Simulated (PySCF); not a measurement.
Relaxation of singlet SbSBr3

Method: PBE/[Sb def2-SVP with ECP28, S def2-SVP, Br def2-SVP], scalar-relativistic core potentials, density fitting, no spin–orbit coupling, PySCF. A (50,194) grid was used.

A start at the PBE0 minimum, of C3v symmetry, held to at least that symmetry:

```xyz
5
charge 0 multiplicity 1, angstrom
Sb    0.0000   -0.4187   -0.2962
S     0.0000   -2.2251   -1.5740
Br    1.9150   -0.1242    1.2664
Br   -1.9150   -0.1242    1.2664
Br    0.0000    1.7913   -1.4414
```

Problem. What forces act on the atoms at the start (eV/Å)?

Solution. 
| atom | Fx | Fy | Fz |
| --- | --- | --- | --- |
| Sb1 | 0.00 | -0.05 | -0.04 |
| S2 | 0.00 | -0.42 | -0.30 |
| Br3 | 0.35 | 0.04 | 0.27 |
| Br4 | -0.35 | 0.04 | 0.27 |
| Br5 | 0.00 | 0.40 | -0.21 |

Problem. What does it relax to?

Solution. It ends at C3v with Sb–Br 2.526 Å (×3), Sb–S 2.236 Å; Br–Sb–Br 100.7° (×3), Br–Sb–S 117.2° (×3). A frequency run shows a minimum. Other isomers or separated fragments may lie lower.

Problem. How much energy is released, and in how many steps?

Solution. 2.9 kJ/mol in 4 steps.

The relaxation took 46 s on 4 threads of a shared Intel Xeon @ 2.50GHz (Skylake/Cascade Lake) host, with 140 basis functions and 5 gradients; the process peaked at 0.79 GiB.
